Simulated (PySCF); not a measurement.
H3ClOSn, SMILES [OH][SnH2][Cl] at its PBE0/def2-SVP optimised geometry (Å):

```
6

Sn    -0.8924    -0.2999     0.0000
O      1.0853    -0.2999     0.0000
Cl    -1.5261    -1.2772     2.0482
H     -1.4389     1.3160     0.0000
H     -1.4425    -1.3160    -1.2550
H      1.4425    -0.6966     0.8037
```

Level of theory: PBE0/def2-TZVP, def2 effective core potentials past Kr run with PySCF 2.14.0. The core electrons that the potentials of Sn replace are not part of the density.

Map of the electron localisation function on the plane z = 0.6 Å:

```
|                             |
|                             |
|                             |
|     .-+**+:                 |
|    :*%@@@@%=.               |
|   :#@@@@@@@#-               |
|  .+@@@@@@@@%=               |
|  :#@@@@@@@@%-               |
|  -#@@@@@@@@%-     ..        |
|  :*@@@@@@@@#:   .:::..      |
|  .-#%@@@@%#+:  .:===-.      |
|   .-*#%#*+--:..-++++-:.     |
|    .-==-::::..:=*#**=:.     |
|     .::.::-:..-*###*+-.     |
|     ...:-++-..=*####*=:     |
|     ...:=**=:.=*##%%#+:.    |
|     ...:-++-..=**%@@%*-.    |
|    ..:..:--:..-+*%@@@#=.    |
|   ..:::.......:-+#%@%*-.    |
|   ..::-::......:-+###+:.    |
|   ..::--::...  .:-=+=-.     |
|   ..::::::..     .::..      |
|    ..:::...                 |
|     ......                  |
|      ...                    |
|                             |
|                             |
|                             |
|                             |
```
Scale: ten equal steps from 0.000 (start of ' ') to 0.999 (end of '@'), in the order ' .:-=+*#%@'; x runs from -3.50 to 3.50, y from -3.50 (bottom) to 3.50 (top).
